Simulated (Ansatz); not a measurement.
CH8O2Si2 can be A, `CO[SiH2][SiH2]O`, or B, `OC[SiH](O)[SiH3]`.

Program: Ansatz. Geometries: PBE0-D4/def2-TZVP. ΔE: electronic, gas phase. CCSD(T)/CBS adds triple-zeta CCSD(T) − MP2 to the extrapolated MP2 energy (def2 sets, frozen cores). Functionals use def2-TZVPP. B3LYP here is the variant with VWN-RPA as its local correlation; programs differ in this. One conformer a species, not always the lowest.

A:

Z-matrix (Å, degrees):
```
C
O 1 1.409
H 1 1.096 2 111.4
H 1 1.091 2 108.3 3 119.3
H 1 1.096 2 111.4 3 -121.3
Si 2 1.648 1 122.6 3 62.6
Si 6 2.349 2 106.9 1 178.6
H 6 1.495 2 110.4 1 56.1
H 6 1.498 2 110.5 1 -60.8
O 7 1.656 6 111.0 2 172.2
H 7 1.484 6 111.3 2 -70.7
H 7 1.492 6 109.0 2 49.2
H 10 0.958 7 117.4 6 -62.3
```

B:

Z-matrix (Å, degrees):
```
C
Si 1 1.887
O 1 1.421 2 110.3
H 1 1.094 2 110.3 3 -118.3
H 1 1.101 2 111.2 3 123.9
Si 2 2.350 1 111.9 3 -170.1
O 2 1.664 1 106.8 3 -47.2
H 2 1.485 1 109.4 3 66.1
H 3 0.962 1 108.0 2 43.9
H 6 1.488 2 111.5 1 -173.9
H 6 1.491 2 109.8 1 66.3
H 6 1.489 2 110.4 1 -52.9
H 7 0.958 2 117.7 1 -89.4
```

(1) Which isomer does CCSD(T)/CBS put lower? Give the gap. (An estimate is asked.)

(2) Give E(B) − E(A) in kJ/mol with PBE0-D4, CCSD(T)/def2-TZVPP, B3LYP-D4, CCSD/def2-TZVPP, B3LYP, r2SCAN-D4, PBE-D4. (Estimate.)

Largest T1 diagnostic: 0.012.

Answers

(1) Ansatz gave: A, by 91.3 kJ/mol.

(2) Ansatz gave: PBE0-D4 81.2, CCSD(T)/def2-TZVPP 91.0, B3LYP-D4 92.7, CCSD/def2-TZVPP 94.7, B3LYP 95.4, r2SCAN-D4 86.3, PBE-D4 74.8. None reverses the order clearly.

From PBE to PBE0 (25 % exact exchange), in def2-TZVPP and without D4, E(B) − E(A) moves by +6.2 kJ/mol. In def2-TZVPP, CCSD(T) changes the Hartree–Fock value by −25.5 kJ/mol (the triples alone add −3.6 kJ/mol) and MP2 by −21.6 kJ/mol.
